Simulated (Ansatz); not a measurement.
`F[SiH2][SiH](F)S` + NH₃ → `N[SiH2][SiH](F)S` + H–F  (ligand exchange at the Si–F bond)

Isolated molecules relaxed with PBE0-D4/def2-TZVP in Ansatz; ΔE leaves out vibrations. CCSD(T)/CBS is the MP2 limit (def2-TZVPP, def2-QZVPP) plus CCSD(T) − MP2 in def2-TZVPP, frozen cores. This one scheme is used for every species. DFT in def2-TZVPP. B3LYP here is the variant with VWN-RPA as its local correlation; programs differ in this. Each species was taken in one conformer, which may not be the lowest.

```csv
level,ΔE (kJ/mol),difference from CCSD(T)/CBS
PBE-D4,70.9,-4.3
r2SCAN-D4,79.9,4.7
PBE0-D4,70.4,-4.8
B3LYP-D4,79.1,3.9
ωB97X-V,79.3,4.1
ωB97M-V,77.4,2.2
B2PLYP,82.9,7.7
PBE,75.9,0.7
r2SCAN,81.3,6.1
PBE0,74.8,-0.4
B3LYP,87.1,11.9
HF/def2-TZVPP,95.8,20.6
MP2/def2-TZVPP,72.3,-2.9
SCS-MP2/def2-TZVPP,78.9,3.7
CCSD/def2-TZVPP,78.4,3.2
CCSD(T)/def2-TZVPP,75.4,0.2
HF/def2-QZVPP,97.7,22.5
MP2/def2-QZVPP,72.9,-2.3
SCS-MP2/def2-QZVPP,79.3,4.1
HF/CBS(def2),97.9,22.7
MP2/CBS(def2),72.1,-3.1
CCSD/CBS(def2),78.2,3.0
CCSD(T)/CBS,75.2,0
```

Largest T1 diagnostic among the species: 0.012.

The D4 term adds −8.0 kJ/mol with B3LYP and −4.4 kJ/mol with PBE0; it sums over pairs of atoms, weighted by their polarisabilities, and B3LYP, whose exchange is more repulsive, gets the larger term. In def2-TZVPP, CCSD(T) changes the Hartree–Fock value by −20.3 kJ/mol (the triples alone add −2.9 kJ/mol) and MP2 by −23.4 kJ/mol.
